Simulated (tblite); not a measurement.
A geometry optimisation, step by step.

Species: C7H9NO2.
Atom-mapped SMILES: `[CH3:1][C:2](=[O:3])[O:4][C@@H:5]1[CH2:6][CH2:7][C@H:8]1[C:9]#[N:10]` (hydrogens: H11, H12, H13 on C1; H14 on C5; H15, H16 on C6; H17, H18 on C7; H19 on C8)

Computed with GFN2-xTB (tblite), gas phase: L-BFGS steps from a force-field or distance-geometry start until the largest atomic force falls under 0.01 eV/Å. 10 of its 119 geometries are shown.

Step 0: E = -831.7744 eV, largest atomic force 4.233 eV/Å
```
atom  x, y, z in Å  |  force x, y, z in eV/Å
C1      3.309   -0.005    0.001   -0.030   0.695  -0.003
C2      1.961   -0.648   -0.142   -1.368  -3.308  -0.338
O3      1.830   -1.882   -0.376    0.166   4.163   0.748
O4      0.861    0.200    0.026    1.782  -1.756   0.064
C5     -0.416   -0.392   -0.078   -0.110  -0.665  -1.431
C6     -1.253    0.383   -1.110    1.030   0.635  -0.520
C7     -1.780    1.240    0.034   -1.138  -0.265  -0.300
C8     -1.421    0.061    0.946   -0.826   0.315   1.389
C9     -2.504   -0.915    1.050   -1.217  -0.959   0.442
N10    -3.375   -1.683    1.120    1.916   1.681  -0.194
H11     4.049   -0.562   -0.600   -0.416   0.157   0.448
H12     3.244    1.030   -0.392    0.121  -0.498   0.428
H13     3.629    0.014    1.076   -0.351  -0.019  -1.002
H14    -0.459   -1.464   -0.304    0.907  -0.046   0.367
H15    -1.995   -0.286   -1.566    0.293   0.621  -0.114
H16    -0.616    0.972   -1.772   -0.367  -0.438  -0.601
H17    -1.161    2.130    0.256   -0.646  -0.498  -0.238
H18    -2.855    1.396   -0.079    0.169   0.699   0.363
H19    -1.059    0.421    1.902    0.086  -0.513   0.492
```

Step 13: E = -832.4641 eV, largest atomic force 0.218 eV/Å
```
atom  x, y, z in Å  |  force x, y, z in eV/Å
C1      3.262    0.005   -0.007   -0.054  -0.002   0.014
C2      1.944   -0.710   -0.128   -0.100   0.131   0.008
O3      1.827   -1.875   -0.380   -0.041  -0.207  -0.054
O4      0.902    0.116    0.085   -0.026   0.035  -0.045
C5     -0.408   -0.404   -0.113    0.015  -0.017   0.001
C6     -1.212    0.416   -1.141    0.087   0.005  -0.005
C7     -1.817    1.224    0.016   -0.023  -0.051   0.005
C8     -1.413    0.075    0.967    0.051  -0.039  -0.003
C9     -2.474   -0.888    1.101   -0.001   0.048   0.037
N10    -3.332   -1.643    1.148    0.057   0.038   0.057
H11     4.002   -0.549   -0.577    0.045   0.012   0.023
H12     3.192    1.026   -0.363   -0.063   0.048  -0.007
H13     3.560    0.019    1.038    0.019   0.001   0.051
H14    -0.331   -1.483   -0.263   -0.048  -0.058  -0.055
H15    -1.948   -0.206   -1.649    0.033   0.039   0.062
H16    -0.630    0.959   -1.877    0.092   0.081  -0.019
H17    -1.253    2.130    0.233   -0.013  -0.057  -0.034
H18    -2.876    1.456   -0.040   -0.063  -0.017  -0.015
H19    -1.006    0.339    1.944    0.034   0.008  -0.021
```

Step 26: E = -832.5004 eV, largest atomic force 0.140 eV/Å
```
atom  x, y, z in Å  |  force x, y, z in eV/Å
C1      3.216   -0.002    0.020    0.035   0.037   0.025
C2      1.929   -0.763   -0.143    0.081  -0.038  -0.108
O3      1.827   -1.927   -0.417   -0.017   0.065   0.038
O4      0.891    0.065    0.047    0.022  -0.056   0.020
C5     -0.419   -0.430   -0.160   -0.007  -0.006  -0.028
C6     -1.177    0.447   -1.167   -0.012   0.032  -0.032
C7     -1.824    1.202    0.003   -0.011   0.033  -0.061
C8     -1.375    0.067    0.955   -0.044   0.033  -0.067
C9     -2.434   -0.869    1.198    0.004  -0.017   0.029
N10    -3.298   -1.606    1.331    0.003  -0.007   0.056
H11     4.013   -0.489   -0.534   -0.039  -0.009   0.043
H12     3.075    1.020   -0.320    0.041   0.005  -0.018
H13     3.478    0.025    1.076    0.034  -0.045   0.020
H14    -0.382   -1.505   -0.357    0.003  -0.010   0.065
H15    -1.887   -0.130   -1.755   -0.027   0.010   0.025
H16    -0.540    1.024   -1.833   -0.003   0.044   0.016
H17    -1.313    2.135    0.230   -0.013   0.011  -0.004
H18    -2.895    1.379   -0.070   -0.008  -0.036   0.042
H19    -0.891    0.369    1.887   -0.040  -0.046  -0.059
```

Step 39: E = -832.5138 eV, largest atomic force 0.084 eV/Å
```
atom  x, y, z in Å  |  force x, y, z in eV/Å
C1      3.224   -0.015    0.047   -0.023  -0.011   0.005
C2      1.938   -0.770   -0.168   -0.055   0.011   0.062
O3      1.838   -1.931   -0.452    0.025  -0.015  -0.033
O4      0.892    0.050    0.020   -0.011   0.030   0.000
C5     -0.427   -0.428   -0.197    0.009   0.014  -0.003
C6     -1.175    0.475   -1.194    0.012  -0.017  -0.005
C7     -1.854    1.193   -0.020   -0.012  -0.014   0.014
C8     -1.376    0.065    0.926    0.010  -0.022  -0.017
C9     -2.415   -0.873    1.251    0.039   0.039   0.039
N10    -3.260   -1.598    1.510    0.016  -0.011  -0.035
H11     4.029   -0.502   -0.493    0.005  -0.013  -0.007
H12     3.105    1.014   -0.278    0.015   0.008  -0.027
H13     3.465   -0.009    1.108   -0.020  -0.050   0.014
H14    -0.408   -1.504   -0.393    0.038   0.025  -0.010
H15    -1.870   -0.078   -1.820    0.001  -0.032   0.008
H16    -0.528    1.085   -1.819    0.011   0.010  -0.003
H17    -1.388    2.146    0.215   -0.015   0.001   0.031
H18    -2.931    1.320   -0.095   -0.030  -0.008   0.022
H19    -0.868    0.368    1.845   -0.015   0.055  -0.057
```

Step 52: E = -832.5294 eV, largest atomic force 0.127 eV/Å
```
atom  x, y, z in Å  |  force x, y, z in eV/Å
C1      3.238   -0.075    0.095   -0.018  -0.038   0.034
C2      1.928   -0.758   -0.196    0.023   0.025  -0.076
O3      1.793   -1.899   -0.544    0.062   0.015   0.025
O4      0.907    0.091   -0.009   -0.048  -0.018  -0.005
C5     -0.413   -0.378   -0.237   -0.058   0.019  -0.023
C6     -1.185    0.516   -1.223   -0.048   0.044  -0.030
C7     -1.940    1.161   -0.051    0.007   0.018  -0.025
C8     -1.357    0.088    0.899   -0.007   0.064   0.023
C9     -2.323   -0.876    1.341    0.041   0.026   0.031
N10    -3.124   -1.612    1.695    0.041  -0.018  -0.043
H11     4.037   -0.599   -0.425   -0.016   0.078   0.023
H12     3.199    0.976   -0.188   -0.011  -0.120  -0.039
H13     3.421   -0.129    1.167    0.024  -0.025   0.005
H14    -0.387   -1.450   -0.456   -0.002   0.021   0.023
H15    -1.826   -0.056   -1.889    0.005  -0.014   0.004
H16    -0.561    1.185   -1.811    0.016  -0.009   0.034
H17    -1.577    2.156    0.199   -0.051  -0.006  -0.037
H18    -3.026    1.177   -0.128    0.056  -0.025  -0.013
H19    -0.813    0.490    1.755   -0.015  -0.036   0.090
```

Step 66: E = -832.5506 eV, largest atomic force 0.137 eV/Å
```
atom  x, y, z in Å  |  force x, y, z in eV/Å
C1      3.238   -0.192    0.169   -0.002   0.008   0.005
C2      1.922   -0.776   -0.265   -0.028  -0.023   0.030
O3      1.751   -1.885   -0.689   -0.006   0.031   0.008
O4      0.935    0.118   -0.077   -0.020  -0.009  -0.004
C5     -0.407   -0.290   -0.280   -0.011  -0.007   0.056
C6     -1.201    0.596   -1.255    0.042  -0.025  -0.013
C7     -2.070    1.119   -0.101    0.015  -0.031   0.012
C8     -1.316    0.192    0.882   -0.007  -0.023   0.036
C9     -2.126   -0.837    1.468   -0.091  -0.082   0.028
N10    -2.797   -1.656    1.900    0.096   0.092  -0.034
H11     4.056   -0.716   -0.314   -0.003   0.002  -0.022
H12     3.269    0.871   -0.051    0.012   0.011  -0.032
H13     3.327   -0.319    1.247    0.004  -0.018  -0.001
H14    -0.428   -1.364   -0.492   -0.010   0.033   0.036
H15    -1.744    0.025   -2.002   -0.007   0.005  -0.039
H16    -0.583    1.342   -1.746   -0.007   0.064  -0.002
H17    -1.946    2.178    0.115    0.013  -0.025   0.010
H18    -3.131    0.893   -0.183    0.005   0.002  -0.048
H19    -0.758    0.711    1.665    0.003  -0.004  -0.025
```

Step 79: E = -832.5643 eV, largest atomic force 0.066 eV/Å
```
atom  x, y, z in Å  |  force x, y, z in eV/Å
C1      3.222   -0.299    0.209   -0.020  -0.029  -0.010
C2      1.893   -0.794   -0.289   -0.029  -0.018  -0.007
O3      1.680   -1.863   -0.789    0.006  -0.006   0.010
O4      0.942    0.132   -0.066    0.036   0.011   0.043
C5     -0.410   -0.213   -0.294    0.037   0.022  -0.043
C6     -1.169    0.697   -1.275   -0.014   0.002   0.012
C7     -2.188    1.036   -0.174   -0.009  -0.004  -0.002
C8     -1.331    0.265    0.856    0.029  -0.009  -0.033
C9     -1.950   -0.789    1.601   -0.040  -0.023  -0.008
N10    -2.421   -1.660    2.174   -0.041   0.022   0.004
H11     4.027   -0.844   -0.272    0.006   0.026  -0.055
H12     3.308    0.770    0.043    0.037  -0.023   0.006
H13     3.267   -0.494    1.279    0.011   0.038   0.028
H14    -0.479   -1.282   -0.518   -0.004  -0.006  -0.004
H15    -1.568    0.184   -2.147   -0.003   0.019   0.005
H16    -0.573    1.547   -1.600    0.012  -0.011   0.038
H17    -2.294    2.094    0.054   -0.046  -0.018  -0.044
H18    -3.170    0.599   -0.339    0.008  -0.014   0.030
H19    -0.794    0.925    1.539    0.025   0.023   0.030
```

Step 92: E = -832.5779 eV, largest atomic force 0.137 eV/Å
```
atom  x, y, z in Å  |  force x, y, z in eV/Å
C1      3.237   -0.349    0.184   -0.009  -0.001   0.005
C2      1.878   -0.812   -0.264    0.017  -0.050  -0.038
O3      1.638   -1.869   -0.778   -0.011  -0.005   0.006
O4      0.946    0.120    0.000    0.046   0.004  -0.033
C5     -0.408   -0.182   -0.277    0.037   0.018   0.019
C6     -1.123    0.767   -1.253    0.014   0.008   0.017
C7     -2.248    0.956   -0.228   -0.012   0.002   0.078
C8     -1.360    0.293    0.849    0.016  -0.016   0.009
C9     -1.927   -0.742    1.660    0.040   0.051  -0.037
N10    -2.350   -1.589    2.300   -0.097  -0.082   0.050
H11     4.005   -0.900   -0.351   -0.025   0.024   0.017
H12     3.342    0.719    0.026    0.010   0.018  -0.015
H13     3.335   -0.550    1.250   -0.001  -0.012  -0.011
H14    -0.503   -1.244   -0.528   -0.004   0.049   0.017
H15    -1.404    0.351   -2.216    0.008  -0.072  -0.017
H16    -0.543    1.672   -1.410    0.031   0.044   0.000
H17    -2.533    1.984   -0.016   -0.054  -0.027  -0.014
H18    -3.134    0.363   -0.449    0.009   0.041  -0.006
H19    -0.858    1.019    1.494   -0.016   0.005  -0.048
```

Step 105: E = -832.5836 eV, largest atomic force 0.032 eV/Å
```
atom  x, y, z in Å  |  force x, y, z in eV/Å
C1      3.250   -0.347    0.163    0.000   0.000  -0.003
C2      1.887   -0.816   -0.262   -0.004   0.001   0.004
O3      1.635   -1.881   -0.753   -0.004   0.001  -0.001
O4      0.963    0.126    0.001   -0.001   0.000   0.006
C5     -0.395   -0.171   -0.261    0.001  -0.001   0.003
C6     -1.111    0.774   -1.239    0.003  -0.010  -0.002
C7     -2.249    0.942   -0.222    0.007   0.001   0.000
C8     -1.357    0.292    0.860    0.002   0.007  -0.002
C9     -1.952   -0.739    1.658    0.004   0.012  -0.001
N10    -2.439   -1.569    2.275   -0.010  -0.028   0.011
H11     4.011   -0.898   -0.382    0.006   0.004   0.000
H12     3.351    0.721   -0.002    0.000  -0.002  -0.003
H13     3.366   -0.546    1.227    0.004  -0.001  -0.004
H14    -0.494   -1.230   -0.515    0.003   0.000   0.002
H15    -1.375    0.345   -2.202   -0.002   0.002  -0.002
H16    -0.543    1.689   -1.391    0.006   0.000   0.003
H17    -2.569    1.959   -0.013   -0.001   0.008  -0.004
H18    -3.118    0.330   -0.454   -0.014   0.001  -0.005
H19    -0.871    1.027    1.506    0.001   0.004  -0.002
```

Step 118: E = -832.5842 eV, largest atomic force 0.007 eV/Å
```
atom  x, y, z in Å  |  force x, y, z in eV/Å
C1      3.254   -0.335    0.148    0.000  -0.001  -0.002
C2      1.887   -0.816   -0.253    0.001   0.001  -0.001
O3      1.635   -1.884   -0.737    0.000   0.002  -0.001
O4      0.960    0.121    0.021    0.000  -0.002   0.006
C5     -0.396   -0.179   -0.246    0.000  -0.001   0.004
C6     -1.102    0.764   -1.233    0.002  -0.001   0.000
C7     -2.243    0.950   -0.221   -0.003   0.002  -0.002
C8     -1.366    0.288    0.867   -0.003  -0.001  -0.003
C9     -1.976   -0.747    1.649   -0.003   0.004   0.001
N10    -2.472   -1.585    2.249    0.001   0.002  -0.003
H11     4.010   -0.882   -0.407    0.000   0.001   0.000
H12     3.342    0.733   -0.026    0.002  -0.001   0.003
H13     3.390   -0.527    1.210    0.002   0.002  -0.002
H14    -0.492   -1.240   -0.495   -0.002   0.000  -0.004
H15    -1.366    0.332   -2.194   -0.003  -0.005  -0.003
H16    -0.524    1.672   -1.388    0.000   0.004  -0.002
H17    -2.545    1.974   -0.017    0.000   0.004   0.004
H18    -3.123    0.356   -0.459    0.002  -0.006   0.002
H19    -0.885    1.015    1.523    0.004  -0.002   0.000
```

Task: Summarise the path.

Result: The energy falls by 0.8098 eV from step 0 to step 118; nine tenths of that is first reached at step 28. It falls at every step. The largest force goes from 4.233 to 0.007 eV/Å. Among the bonds C2=O3 changes most, from 1.262 to 1.199 Å; the atoms move by 0.735 Å rms after alignment.

Task: Follow the three bonds and two angles with the largest change from start to end.

Result: 
| step | E above end (eV) | largest force (eV/Å) | C2=O3 (Å) | C2–O4 (Å) | C5–C8 (Å) | H15–C6–H16 (°) | O4–C5–H14 (°) |
| --- | --- | --- | --- | --- | --- | --- | --- |
| 0 | 0.8098 | 4.233 | 1.262 | 1.400 | 1.505 | 118.1 | 117.4 |
| 5 | 0.2057 | 0.970 | 1.191 | 1.347 | 1.559 | 114.3 | 112.1 |
| 10 | 0.1290 | 0.290 | 1.204 | 1.345 | 1.553 | 109.5 | 108.8 |
| 15 | 0.1126 | 0.205 | 1.198 | 1.346 | 1.550 | 109.7 | 108.6 |
| 21 | 0.0962 | 0.147 | 1.199 | 1.343 | 1.547 | 110.7 | 109.0 |
| 26 | 0.0838 | 0.140 | 1.200 | 1.342 | 1.550 | 109.5 | 109.8 |
| 31 | 0.0769 | 0.085 | 1.199 | 1.343 | 1.551 | 110.0 | 109.9 |
| 36 | 0.0731 | 0.093 | 1.200 | 1.342 | 1.549 | 109.8 | 110.0 |
| 41 | 0.0682 | 0.107 | 1.199 | 1.343 | 1.553 | 109.6 | 110.1 |
| 46 | 0.0623 | 0.081 | 1.200 | 1.342 | 1.549 | 109.8 | 109.2 |
| 51 | 0.0566 | 0.114 | 1.200 | 1.342 | 1.550 | 109.4 | 109.3 |
| 56 | 0.0425 | 0.215 | 1.200 | 1.344 | 1.549 | 109.5 | 109.6 |
| 62 | 0.0364 | 0.048 | 1.199 | 1.344 | 1.551 | 109.5 | 109.4 |
| 67 | 0.0328 | 0.085 | 1.199 | 1.345 | 1.552 | 109.5 | 109.2 |
| 72 | 0.0267 | 0.279 | 1.200 | 1.345 | 1.551 | 109.5 | 109.3 |
| 77 | 0.0217 | 0.082 | 1.199 | 1.345 | 1.549 | 109.2 | 109.3 |
| 82 | 0.0178 | 0.211 | 1.200 | 1.345 | 1.549 | 109.4 | 109.8 |
| 87 | 0.0133 | 0.103 | 1.199 | 1.345 | 1.547 | 109.9 | 109.5 |
| 92 | 0.0063 | 0.137 | 1.200 | 1.345 | 1.548 | 109.3 | 109.6 |
| 97 | 0.0014 | 0.049 | 1.200 | 1.346 | 1.548 | 109.5 | 109.4 |
| 103 | 0.0006 | 0.024 | 1.199 | 1.346 | 1.548 | 109.7 | 109.5 |
| 108 | 0.0005 | 0.017 | 1.200 | 1.346 | 1.548 | 109.5 | 109.4 |
| 113 | 0.0002 | 0.016 | 1.199 | 1.346 | 1.548 | 109.7 | 109.4 |
| 118 | 0.0000 | 0.007 | 1.199 | 1.346 | 1.548 | 109.6 | 109.4 |

The cost below is that of the whole relaxation. Hardware: one thread of an Intel Xeon Platinum 8488C, no GPU, on a shared host. Cost: 0.98 s.
